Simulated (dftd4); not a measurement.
C$_{4}$H$_{12}$Si, charge +1, doublet, at a GFN2-xTB geometry (a state made from the parent by changing its charge; the spin is typed, not shown lowest); dftd4 4.2.0 with D4 for pbe.

Input for dftd4:
```
$ dftd4 mol.xyz --func pbe --charge 1 --json dftd4.json --noedisp --grad

# file mol.xyz
17

C     -0.67711892    -1.08180973    -1.45041309
Si     0.00000000     0.00000000     0.00000000
C      0.21985601     1.71350242    -0.86491228
C     -1.24107524    -0.43088326     1.41653533
C      1.69833815    -0.20080944     0.89879004
H     -1.66124579    -0.75784599    -1.77610039
H     -0.74380925    -2.11493410    -1.12275818
H      0.00524492    -1.01545661    -2.29251058
H      0.49809965     2.45437331    -0.12137873
H     -0.71985364     2.00266353    -1.32587101
H      0.98814373     1.68771292    -1.63211453
H     -2.25393721    -0.24909667     1.06981413
H     -1.16238239    -1.46887464     1.72623150
H     -1.03598392     0.20261311     2.27430641
H      1.75059264    -1.18982003     1.34407518
H      2.49964681    -0.09034253     0.17432278
H      1.83548446     0.53900772     1.68198342
```

**Question.** Predict the main parts of the log of this dftd4 run.

**Answer.** 
```
                    ____  _____ _____     ____  _  _
      -------------|  _ \|  ___|_   _|---|  _ \| || |------------
     |             | | | | |_    | | ___ | | | | || |_           |
     |             | |_| |  _|   | ||___|| |_| |__   _|          |
     |             |____/|_|     |_|     |____/   |_|            |
     |             ===================================           |
     |            E. Caldeweyher, S. Ehlert & S. Grimme          |
     |          Mulliken Center for Theoretical Chemistry        |
     |                    University of Bonn                     |
      -----------------------------------------------------------

Rational (Becke-Johnson) damping: pbe-D4-ATM
---------------------
  s6         1.0000
  s8         0.9595
  s9         1.0000
  a1         0.3857
  a2         4.8069
 alp        16.0000
--------------------

Dispersion energy:      -1.1263326946988E-02 Eh

Gradient norm:           7.9842723921514E-04 Eh/a0
--------------------------------------------------
     #    Z           dE/dx      dE/dy      dE/dz
--------------------------------------------------
     1    6 C    -1.188E-04 -2.023E-04 -2.663E-04
     2   14 Si   -5.773E-12 -5.941E-13  1.091E-12
     3    6 C     3.564E-05  3.173E-04 -1.550E-04
     4    6 C    -2.302E-04 -7.292E-05  2.601E-04
     5    6 C     3.134E-04 -4.202E-05  1.612E-04
     6    1 H    -4.149E-05 -5.521E-05 -7.846E-05
     7    1 H    -2.489E-05 -6.960E-05 -7.606E-05
     8    1 H    -2.193E-05 -6.526E-05 -8.068E-05
     9    1 H     2.897E-06  9.998E-05 -3.529E-05
    10    1 H    -1.906E-06  9.820E-05 -4.004E-05
    11    1 H     1.609E-05  9.030E-05 -5.013E-05
    12    1 H    -7.512E-05 -9.268E-06  7.430E-05
    13    1 H    -6.505E-05 -2.880E-05  7.658E-05
    14    1 H    -7.032E-05 -7.487E-06  7.905E-05
    15    1 H     9.416E-05 -2.545E-05  4.166E-05
    16    1 H     9.711E-05 -2.111E-05  3.705E-05
    17    1 H     9.045E-05 -6.282E-06  5.202E-05
--------------------------------------------------

Virial:
--------------------------------------------------
      component           x          y          z
--------------------------------------------------
          x       3.597E-03  7.382E-04  3.175E-04
          y       7.382E-04  3.258E-03 -3.988E-04
          z       3.175E-04 -3.988E-04  4.014E-03
--------------------------------------------------

[Info] Dispersion results written to 'dftd4.txt'
[Info] JSON dump of results written to 'dftd4.json'
```
